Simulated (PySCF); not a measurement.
Basis and Hamiltonian dependence of the excitation energy of Cl⁺

Cl⁺ [Ne] 3s2 3p4 (3P) → Cl⁺ [Ne] 3s1 3p5 (3P). All values are computed (PySCF 2.14, energy differences of UHF-based or UKS calculations, no spin-orbit coupling). Values in eV.

```json
{"basis": "aug-cc-pV(D+d)Z", "Hamiltonian": "non-relativistic", "functions": "32", "UHF": "14.282", "LDA": "12.251", "PBE0": "12.835", "MP2 (valence)": "12.914", "CCSD(T) (valence)": "11.467", "CCSD(T) (valence and next inner shell)": "n/a"}
{"basis": "ANO-RCC-VTZP", "Hamiltonian": "spin-free X2C", "functions": "34", "UHF": "14.478", "LDA": "12.420", "PBE0": "13.010", "MP2 (valence)": "13.152", "CCSD(T) (valence)": "11.752", "CCSD(T) (valence and next inner shell)": "11.771"}
{"basis": "aug-cc-pwCVDZ", "Hamiltonian": "non-relativistic", "functions": "36", "UHF": "14.281", "LDA": "12.232", "PBE0": "12.828", "MP2 (valence)": "12.916", "CCSD(T) (valence)": "11.475", "CCSD(T) (valence and next inner shell)": "11.532"}
{"basis": "x2c-TZVPPall", "Hamiltonian": "spin-free X2C", "functions": "42", "UHF": "14.475", "LDA": "12.409", "PBE0": "13.008", "MP2 (valence)": "13.139", "CCSD(T) (valence)": "11.764", "CCSD(T) (valence and next inner shell)": "11.816"}
{"basis": "dyall-av2z", "Hamiltonian": "non-relativistic", "functions": "50", "UHF": "14.282", "LDA": "12.241", "PBE0": "12.835", "MP2 (valence)": "13.014", "CCSD(T) (valence)": "11.822", "CCSD(T) (valence and next inner shell)": "n/a"}
{"basis": "aug-cc-pVTZ-DK", "Hamiltonian": "spin-free X2C", "functions": "50", "UHF": "14.474", "LDA": "12.418", "PBE0": "13.010", "MP2 (valence)": "13.176", "CCSD(T) (valence)": "n/a", "CCSD(T) (valence and next inner shell)": "n/a"}
{"basis": "aug-cc-pV(T+d)Z", "Hamiltonian": "non-relativistic", "functions": "55", "UHF": "14.296", "LDA": "12.231", "PBE0": "12.826", "MP2 (valence)": "12.968", "CCSD(T) (valence)": "11.474", "CCSD(T) (valence and next inner shell)": "n/a"}
{"basis": "x2c-QZVPPall", "Hamiltonian": "spin-free X2C", "functions": "70", "UHF": "14.471", "LDA": "12.411", "PBE0": "13.006", "MP2 (valence)": "13.122", "CCSD(T) (valence)": "11.667", "CCSD(T) (valence and next inner shell)": "11.742"}
{"basis": "aug-cc-pV(T+d)Z with one added diffuse shell each of s, p, d, f type", "Hamiltonian": "non-relativistic", "functions": "71", "UHF": "14.297", "LDA": "12.231", "PBE0": "12.826", "MP2 (valence)": "12.969", "CCSD(T) (valence)": "11.474", "CCSD(T) (valence and next inner shell)": "n/a"}
{"basis": "dyall-av3z", "Hamiltonian": "non-relativistic", "functions": "84", "UHF": "14.287", "LDA": "12.220", "PBE0": "12.817", "MP2 (valence)": "13.007", "CCSD(T) (valence)": "11.700", "CCSD(T) (valence and next inner shell)": "n/a"}
{"basis": "aug-cc-pCVTZ-DK with one added diffuse shell each of s, p, d, f type", "Hamiltonian": "spin-free X2C", "functions": "91", "UHF": "14.475", "LDA": "12.410", "PBE0": "13.006", "MP2 (valence)": "13.150", "CCSD(T) (valence)": "11.631", "CCSD(T) (valence and next inner shell)": "11.690"}
```

**Question.** Estimate the row for x2c-TZVPPall with one added diffuse shell each of s, p, d type (spin-free X2C, 51 functions).

**Answer.** From the rows with the same Hamiltonian and similar size; the calculation gives UHF 14.48; LDA 12.41; PBE0 13.01; MP2 (valence) 13.13; CCSD(T) (valence) 11.61; CCSD(T) (valence and next inner shell) 11.66 (eV).

Frozen in the all-electron rows: valence: [Ne]; valence and next inner shell: 1s2.

Reference for a calculation without spin-orbit coupling: 11.573 eV (measured, between term centres; NIST).
